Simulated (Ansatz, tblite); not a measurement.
Two members of one family ((RuF3)n), computed with Ansatz in the gas phase; def2 core potentials for Ru, no spin–orbit coupling. The two geometries come from different levels. HOMO and LUMO are taken over both spins. The structures are stationary points that may keep the symmetry of their start. Remarks come from the PBE and PBE0 runs and from stability tests at other levels; not every state was tested.

First: RuF3 (doublet, charge 0, PBE0-D4/def2-TZVP geometry).

```xyz
4

Ru    0.001   -0.001   -0.001
F     0.187   -0.575    1.712
F     1.209   -0.493   -1.264
F    -1.397    1.068   -0.447
```

```
              level  HOMO (eV)  LUMO (eV)  gap (eV)
    PBE-D4/def2-SVP      -5.56      -5.13      0.43
   PBE-D4/def2-TZVP      -5.77      -5.29      0.48
revPBE-D4/def2-TZVP      -5.68      -5.10      0.58
   PBE0-D4/def2-SVP      -7.77      -3.99      3.79
  PBE0-D4/def2-TZVP      -7.90      -4.07      3.83
```

Metal–donor distances: 3 × F 1.82 Å. The relaxed quartet lies at -0.66 eV (r2SCAN-D4/def2-TZVP) to -0.29 eV (RPA@PBE/def2-TZVP) from the doublet. Remarks: quartet lower at PBE0, spin-contaminated (⟨S²⟩ up to 0.91).

Second: Ru2F6 (singlet, charge 0, PBE0-D4/def2-SVP geometry).

```xyz
8

Ru   -0.679    0.390   -0.683
Ru    0.492   -0.200    0.893
F    -1.495   -0.839   -1.758
F    -1.549   -0.335    1.025
F     0.116    1.791    0.584
F     0.748   -1.970    1.260
F     0.063    1.147   -2.170
F     2.304    0.016    0.849
```

Problem. What does the change do? Estimate second minus first.

Solution. 
| level | Δ HOMO (eV) | Δ LUMO (eV) | Δ gap (eV) |
| --- | --- | --- | --- |
| PBE-D4/def2-SVP | -1.49 | -1.50 | -0.02 |
| PBE-D4/def2-TZVP | -1.39 | -1.47 | -0.08 |
| revPBE-D4/def2-TZVP | -1.39 | -1.56 | -0.17 |
| PBE0-D4/def2-SVP | -1.52 | -2.60 | -1.08 |
| PBE0-D4/def2-TZVP | -1.46 | -2.55 | -1.09 |

Remarks: restricted SCF unstable in HF.
